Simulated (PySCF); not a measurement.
Start geometry of `FC(F)(F)SC1=C[CH2][GeH2][CH2]1` from GFN2-xTB (Å):
```
atom  x, y, z in Å
F1     4.076    0.147   -0.681
C2     2.735    0.011   -0.604
F3     2.181    0.543   -1.715
F4     2.517   -1.293   -0.654
S5     2.091    0.777    0.907
C6     0.371    0.333    0.645
C7    -0.067   -0.842    1.077
C8    -1.486   -1.210    0.823
Ge9   -2.237    0.368   -0.114
C10   -0.496    1.311   -0.052
H11    0.554   -1.541    1.606
H12   -1.537   -2.135    0.251
H13   -2.030   -1.411    1.766
H14   -3.361    1.072    0.600
H15   -2.715    0.063   -1.527
H16   -0.088    1.557   -1.040
H17   -0.525    2.262    0.493
```

What comes out of this run: PBE0-D3(BJ)/def2-SVP geometry optimisation, gas phase in PySCF?

```
atom  x, y, z in Å
F1     4.093    0.455   -0.618
C2     2.795    0.174   -0.640
F3     2.249    0.798   -1.686
F4     2.652   -1.131   -0.855
S5     2.084    0.695    0.943
C6     0.382    0.261    0.628
C7    -0.097   -0.908    1.092
C8    -1.538   -1.263    0.885
Ge9   -2.242    0.295   -0.107
C10   -0.507    1.234   -0.095
H11    0.571   -1.599    1.616
H12   -1.639   -2.203    0.319
H13   -2.053   -1.423    1.847
H14   -3.349    1.049    0.652
H15   -2.734   -0.063   -1.520
H16   -0.129    1.442   -1.108
H17   -0.552    2.200    0.433
```

The energy falls by 11.6 kJ/mol over 7 energy and gradient evaluations, the largest force component goes from 0.0219 to 3.2e-04 Eh/bohr, and the atoms move by 0.132 Å rms after alignment. The bond that changes most is Ge9–H14 (ends: germanium bonded to 2 C and 2 H; Ge–H hydrogen), which lengthens by 0.033 Å. Bonds longer at the end by more than 0.005 Å: 9 of 17; shorter: 5. Among the angles that change most is C6–C7–H11, from 123.1° to 119.7°. Among the dihedrals that turn most is C2–S5–C6–C7, from 87° to 98°. Rotational constants go from 1970, 392.2, 385.0 to 1977, 386.7, 374.0 MHz. The orientation of the end geometry is arbitrary; only internal coordinates are fixed.

The run used 197 basis functions and 49 SCF cycles in all. Time: 5.0 min of wall time; peak memory 0.90 GiB. Hardware: one thread, Arm Neoverse N1 (aarch64), on a shared host.

Whether it is a minimum is left open (no frequencies). The numbers are those of one conformer.
